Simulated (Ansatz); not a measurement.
Saddle point of SiN2H8O, closed shell (SiN₂H₆ ([NH2][SiH2][NH2]) + H₂O → SiNH₅O ([NH2][SiH2][OH]) + NH₃; bonds formed: Si1–O7, N2–H6; bonds broken: Si1–N2, H6–O7), PBE0-D4/def2-TZVP structure:

| atom | x (Å) | y (Å) | z (Å) |
| --- | --- | --- | --- |
| Si1 | -0.3275 | -0.5034 | 0.2420 |
| N2 | 1.2143 | 0.5694 | -0.0386 |
| H3 | -1.5488 | -1.2057 | -0.2972 |
| H4 | 0.2895 | -1.4625 | 1.1998 |
| N5 | -1.2524 | 0.8289 | 0.8446 |
| H6 | 1.1535 | -0.2223 | -1.1732 |
| O7 | 0.5401 | -1.1292 | -1.4215 |
| H8 | 1.0661 | 1.5675 | -0.0955 |
| H9 | 1.9907 | 0.3780 | 0.5808 |
| H10 | -0.8756 | 1.5677 | 1.4159 |
| H11 | -2.2478 | 0.7283 | 0.9568 |
| H12 | -0.0020 | -1.1170 | -2.2140 |

Energies are electronic, without zero-point energy. Barriers and step energies count from the start structure reached by relaxing down the imaginary mode; all methods use the PBE0-D4 structures, on which another method's saddle can fall below an end. Ansatz 0.2.0; basis: def2-TZVPP, with def2-QZVPP for the basis limit; cores frozen in the correlated methods. B3LYP uses VWN-RPA correlation. Extrapolation: Hartree–Fock as exp(−7.88 √X), correlation as X^−2.97.

```
      method  barrier (kJ/mol)  step energy (kJ/mol)
       SPW92              50.6                 -45.3
      PBE-D4              84.3                 -45.9
     BLYP-D4             101.3                 -50.2
   r2SCAN-D4              92.0                 -50.6
      B97M-V             104.8                 -55.0
     PBE0-D4              97.1                 -46.0
    B3LYP-D4                 ?                 -50.3
  r2SCAN0-D4             101.1                 -49.8
    BHLYP-D4             123.6                 -52.1
CAM-B3LYP-D4                 ?                 -51.3
     wB97X-V                 ?                 -50.4
     wB97M-V             102.2                 -50.8
      B2PLYP             111.5                 -50.3
    PBE-QIDH             103.8                 -47.3
  RPA on PBE             107.4                 -50.8
          HF             169.4                 -53.9
         MP2             102.7                 -49.5
        CCSD             118.4                 -50.4
     CCSD(T)             108.8                 -50.2
```

Task: Fill in the withheld barriers. (An estimate is asked for; the value comes from the calculation.)

Result: The calculation gives: B3LYP-D4 109.6; CAM-B3LYP-D4 108.4; wB97X-V 105.9 kJ/mol. Each is the energy of the saddle less that of the start structure, by the same method.

For comparison, the barrier by CCSD(T) at an estimated basis limit (MP2 extrapolated from triple and quadruple zeta, plus CCSD(T) − MP2 in triple zeta) is 111.5 kJ/mol.

No T1 diagnostic of these runs exceeds 0.011.

The step is the kind of ligand exchange by which a precursor binds to a hydroxyl group, or is hydrolysed, in atomic layer deposition of oxides.

Labels in which every atom is bracketed show which atoms are joined, not bond orders.

For scale, one of the runs: CCSD(T)/def2-TZVPP, 247 basis functions, launched by `ansatz run in.yaml --threads 4 --pin off --events-out ev --progress --plain --max-ram 9574MiB`. Time: 2.1 min of wall clock on 4 CPU threads of an Arm Neoverse V1; the host was shared. Peak host memory: 5.2 GiB.
